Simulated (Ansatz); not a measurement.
Geometry optimisation of In₇As₇H₂₀, a nanocrystal cut from wurtzite InAs (hydrogen-capped).

```yaml
crystal:
  periodic: [false, false, false]
  atoms:
    - {symbol: In, position_ang: [0.005200, -4.208000, -1.311400]}
    - {symbol: As, position_ang: [-0.019500, -4.206700, 1.314400]}
    - {symbol: As, position_ang: [-0.008100, -1.737600, -2.185600]}
    - {symbol: In, position_ang: [-2.138100, -0.508900, -1.308100]}
    - {symbol: In, position_ang: [-0.011000, -1.748800, 2.175200]}
    - {symbol: As, position_ang: [-2.133600, -0.508800, 1.303300]}
    - {symbol: As, position_ang: [-2.154300, 1.960800, -2.190900]}
    - {symbol: In, position_ang: [-2.146700, 1.984000, 2.197500]}
    - {symbol: In, position_ang: [2.101900, -0.537700, -1.319000]}
    - {symbol: As, position_ang: [2.136200, -0.506100, 1.311000]}
    - {symbol: As, position_ang: [2.174300, 1.948000, -2.196700]}
    - {symbol: In, position_ang: [0.030600, 3.211300, -1.306400]}
    - {symbol: In, position_ang: [2.134800, 1.939900, 2.184900]}
    - {symbol: As, position_ang: [0.001600, 3.183200, 1.297500]}
    - {symbol: H, position_ang: [-1.421800, -5.054700, -1.897800]}
    - {symbol: H, position_ang: [1.422100, -5.040000, -1.903900]}
    - {symbol: H, position_ang: [-1.232200, -4.923500, 1.819200]}
    - {symbol: H, position_ang: [1.228800, -4.925900, 1.806900]}
    - {symbol: H, position_ang: [0.013200, -1.762400, -3.697300]}
    - {symbol: H, position_ang: [-3.563500, -1.348300, -1.901100]}
    - {symbol: H, position_ang: [0.000800, -1.742300, 3.907700]}
    - {symbol: H, position_ang: [-3.400200, -1.222900, 1.807400]}
    - {symbol: H, position_ang: [-2.139000, 1.976000, -3.735800]}
    - {symbol: H, position_ang: [-3.379800, 2.699500, -1.688800]}
    - {symbol: H, position_ang: [-3.575400, 2.796200, 1.606200]}
    - {symbol: H, position_ang: [-2.129100, 1.959500, 3.900200]}
    - {symbol: H, position_ang: [3.561600, -1.336300, -1.884700]}
    - {symbol: H, position_ang: [3.386500, -1.250300, 1.796500]}
    - {symbol: H, position_ang: [2.155800, 1.974800, -3.720600]}
    - {symbol: H, position_ang: [3.383600, 2.687900, -1.677300]}
    - {symbol: H, position_ang: [0.013100, 4.846000, -1.897800]}
    - {symbol: H, position_ang: [2.138700, 1.980500, 3.888600]}
    - {symbol: H, position_ang: [3.561200, 2.785400, 1.581000]}
    - {symbol: H, position_ang: [0.005000, 4.624900, 1.827300]}
basis:
  gaussian: {orbitals: def2-SVP, fitting: {mean_field: def2-universal-jkfit}}
hamiltonian: {xc: pbe, dispersion: d4}
scf: {lower_state_search: "off"}
output: {orbitals: {seedname: orbitals}}
relax: {f_tol: 0.03, max_steps: 70}
```

```sh
$ ansatz run in.yaml --threads 2 --pin off --events-out ev --progress --plain --max-ram 32768MiB --backend cuda --devices 0, --max-vram 18GiB
```

Output, abridged:

```
Functional definition: PBE
mean field -462319.06963294 eV, -16989.9124378900 hartree, gradient 3.5e-6 eV, S^2 0.000000; 0 other end points of the search recorded, 0 dependent functions left out
relax step   1: F+E_penalty+E_count = -462321.37195774 eV  Δ(F+E_penalty+E_count) = +0.000e0 eV  max|allowed force component| = 1.300e0 eV/Å  Δτ_max = 0.0000 Å  (18 SCF iters, accepted)
mean field -462320.67604487 eV, -16989.9714724394 hartree, gradient 1.6e-6 eV, S^2 0.000000; 0 other end points of the search recorded, 0 dependent functions left out
relax step   2: F+E_penalty+E_count = -462322.94290201 eV  Δ(F+E_penalty+E_count) = -1.571e0 eV  max|allowed force component| = 4.731e-1 eV/Å  Δτ_max = 0.1945 Å  (23 SCF iters, accepted)
mean field -462320.92361369 eV, -16989.9805704258 hartree, gradient 1.2e-6 eV, S^2 0.000000; 0 other end points of the search recorded, 0 dependent functions left out
relax step   3: F+E_penalty+E_count = -462323.16937672 eV  Δ(F+E_penalty+E_count) = -2.265e-1 eV  max|allowed force component| = 3.482e-1 eV/Å  Δτ_max = 0.2000 Å  (23 SCF iters, accepted)
mean field -462320.98745770 eV, -16989.9829166500 hartree, gradient 1.2e-6 eV, S^2 0.000000; 0 other end points of the search recorded, 0 dependent functions left out
relax step   4: F+E_penalty+E_count = -462323.24119954 eV  Δ(F+E_penalty+E_count) = -7.182e-2 eV  max|allowed force component| = 1.818e-1 eV/Å  Δτ_max = 0.1079 Å  (19 SCF iters, accepted)
mean field -462320.99945706 eV, -16989.9833576182 hartree, gradient 1.5e-6 eV, S^2 0.000000; 0 other end points of the search recorded, 0 dependent functions left out
relax step   5: F+E_penalty+E_count = -462323.26026748 eV  Δ(F+E_penalty+E_count) = -1.907e-2 eV  max|allowed force component| = 2.188e-1 eV/Å  Δτ_max = 0.2000 Å  (19 SCF iters, accepted)
mean field -462321.01142906 eV, -16989.9837975813 hartree, gradient 2.5e-6 eV, S^2 0.000000; 0 other end points of the search recorded, 0 dependent functions left out
relax step   6: F+E_penalty+E_count = -462323.27942573 eV  Δ(F+E_penalty+E_count) = -1.916e-2 eV  max|allowed force component| = 8.210e-2 eV/Å  Δτ_max = 0.1054 Å  (18 SCF iters, accepted)
mean field -462321.01879736 eV, -16989.9840683611 hartree, gradient 2.0e-6 eV, S^2 0.000000; 0 other end points of the search recorded, 0 dependent functions left out
relax step   7: F+E_penalty+E_count = -462323.28287223 eV  Δ(F+E_penalty+E_count) = -3.446e-3 eV  max|allowed force component| = 1.912e-2 eV/Å  Δτ_max = 0.0438 Å  (19 SCF iters, accepted)
mean field -462321.02041170 eV, -16989.9841276873 hartree, gradient 1.7e-6 eV, S^2 0.000000; 0 other end points of the search recorded, 0 dependent functions left out
relax step   8: F+E_penalty+E_count = -462323.28422743 eV  Δ(F+E_penalty+E_count) = -1.355e-3 eV  max|allowed force component| = 2.258e-2 eV/Å  Δτ_max = 0.0342 Å  (19 SCF iters, accepted)
mean field -462321.02190972 eV, -16989.9841827383 hartree, gradient 1.0e-6 eV, S^2 0.000000; 0 other end points of the search recorded, 0 dependent functions left out
relax step   9: F+E_penalty+E_count = -462323.28602008 eV  Δ(F+E_penalty+E_count) = -1.793e-3 eV  max|allowed force component| = 7.433e-2 eV/Å  Δτ_max = 0.0939 Å  (18 SCF iters, accepted)
mean field -462321.02136175 eV, -16989.9841626007 hartree, gradient 1.5e-6 eV, S^2 0.000000; 0 other end points of the search recorded, 0 dependent functions left out
relax step  10: F+E_penalty+E_count = -462323.28697771 eV  Δ(F+E_penalty+E_count) = -9.576e-4 eV  max|allowed force component| = 5.730e-2 eV/Å  Δτ_max = 0.0186 Å  (19 SCF iters, accepted)
mean field -462321.01845522 eV, -16989.9840557876 hartree, gradient 1.9e-6 eV, S^2 0.000000; 0 other end points of the search recorded, 0 dependent functions left out
relax step  11: F+E_penalty+E_count = -462323.28791923 eV  Δ(F+E_penalty+E_count) = -9.415e-4 eV  max|allowed force component| = 2.167e-2 eV/Å  Δτ_max = 0.0623 Å  (18 SCF iters, accepted)
mean field -462321.01847000 eV, -16989.9840563310 hartree, gradient 1.3e-6 eV, S^2 0.000000; 0 other end points of the search recorded, 0 dependent functions left out
relax step  12: F+E_penalty+E_count = -462323.28855940 eV  Δ(F+E_penalty+E_count) = -6.402e-4 eV  max|allowed force component| = 1.780e-2 eV/Å  Δτ_max = 0.0301 Å  (19 SCF iters, accepted)
Total energy: -462323.28867942 eV, -16990.0674849883 hartree
Atom 0 at    -0.005867    -4.500488    -1.657144 Å, force     0.003131    -0.001852    -0.003640 eV/Å
Atom 1 at    -0.005935    -4.086156     1.073091 Å, force     0.001687    -0.006719     0.002412 eV/Å
Atom 2 at    -0.000077    -1.815813    -2.067560 Å, force    -0.003745    -0.008136     0.004737 eV/Å
Atom 3 at    -2.282947    -0.713531    -1.249792 Å, force     0.004590     0.013110    -0.009327 eV/Å
Atom 4 at    -0.006322    -1.740248     2.441471 Å, force     0.004185    -0.014158     0.004238 eV/Å
Atom 5 at    -2.050001    -0.407796     1.378385 Å, force    -0.012382     0.014534    -0.006991 eV/Å
Atom 6 at    -1.945388     1.880618    -2.027452 Å, force     0.003414    -0.004142    -0.000092 eV/Å
Atom 7 at    -2.451910     2.158295     2.231801 Å, force    -0.008360    -0.007359     0.008135 eV/Å
Atom 8 at     2.282520    -0.718266    -1.244755 Å, force     0.001873     0.011467    -0.008942 eV/Å
Atom 9 at     2.044349    -0.412767     1.382510 Å, force     0.010402     0.010658    -0.000531 eV/Å
Atom 10 at     1.953905     1.876145    -2.024050 Å, force    -0.001175     0.001570    -0.003943 eV/Å
Atom 11 at     0.004884     3.541943    -1.105558 Å, force     0.002236    -0.009296    -0.017802 eV/Å
Atom 12 at     2.457559     2.154206     2.228681 Å, force     0.009393    -0.009537     0.007289 eV/Å
Atom 13 at     0.003441     3.056684     1.475495 Å, force    -0.003447     0.000787     0.000685 eV/Å
Atom 14 at    -1.583180    -5.121128    -2.030846 Å, force    -0.002728    -0.002799     0.000029 eV/Å
Atom 15 at     1.569071    -5.129177    -2.027903 Å, force     0.001336    -0.002206    -0.001141 eV/Å
Atom 16 at    -1.139138    -4.905763     1.690898 Å, force     0.003852     0.002909     0.002901 eV/Å
Atom 17 at     1.127215    -4.904610     1.693010 Å, force    -0.006524     0.003565    -0.001042 eV/Å
Atom 18 at     0.001849    -1.610573    -3.584536 Å, force    -0.000675     0.003446    -0.006781 eV/Å
Atom 19 at    -3.744779    -1.378484    -1.916950 Å, force    -0.002877    -0.002262     0.001688 eV/Å
Atom 20 at    -0.007805    -1.979868     4.163008 Å, force    -0.000002    -0.001203     0.007893 eV/Å
Atom 21 at    -3.270169    -1.186659     1.876706 Å, force     0.007857    -0.003190     0.004027 eV/Å
Atom 22 at    -1.859618     1.888800    -3.554800 Å, force    -0.003439     0.000806     0.008993 eV/Å
Atom 23 at    -3.283184     2.608186    -1.927042 Å, force    -0.000597    -0.001192    -0.003182 eV/Å
Atom 24 at    -3.588603     2.838554     1.094031 Å, force    -0.000048     0.001503    -0.002472 eV/Å
Atom 25 at    -2.525942     2.136083     3.966868 Å, force    -0.001129     0.001174    -0.004055 eV/Å
Atom 26 at     3.744061    -1.387656    -1.908408 Å, force     0.002120    -0.001657     0.001620 eV/Å
Atom 27 at     3.260748    -1.196630     1.882767 Å, force    -0.009754    -0.000739     0.003099 eV/Å
Atom 28 at     1.869084     1.881938    -3.551634 Å, force     0.002004     0.000918     0.011446 eV/Å
Atom 29 at     3.293659     2.600805    -1.924671 Å, force    -0.004270    -0.004487    -0.002359 eV/Å
Atom 30 at     0.006863     5.090921    -1.892034 Å, force     0.000167     0.006293     0.001419 eV/Å
Atom 31 at     2.538379     2.138744     3.963170 Å, force     0.001044     0.000721    -0.001008 eV/Å
Atom 32 at     3.592183     2.826285     1.083951 Å, force     0.000964     0.001702    -0.002661 eV/Å
Atom 33 at     0.003794     4.506107     1.970890 Å, force     0.000894     0.005770     0.005359 eV/Å
Dipole moment:    -0.001425    -0.023180    -0.542117 e Å
Checks for a lower state left out: stability, starts, cluster_reference, orbital_swaps, neighbouring_geometries, increment
```

It took 52 s on 2 threads of AMD EPYC 7R13 on a shared host and a share (18 GiB) of an NVIDIA H100 80GB HBM3, peak host memory 1.2 GiB.

In the def2 sets In takes a core potential; there is no spin–orbit coupling. Single mean-field runs in def2-SVP are fitted with def2-universal-jkfit.
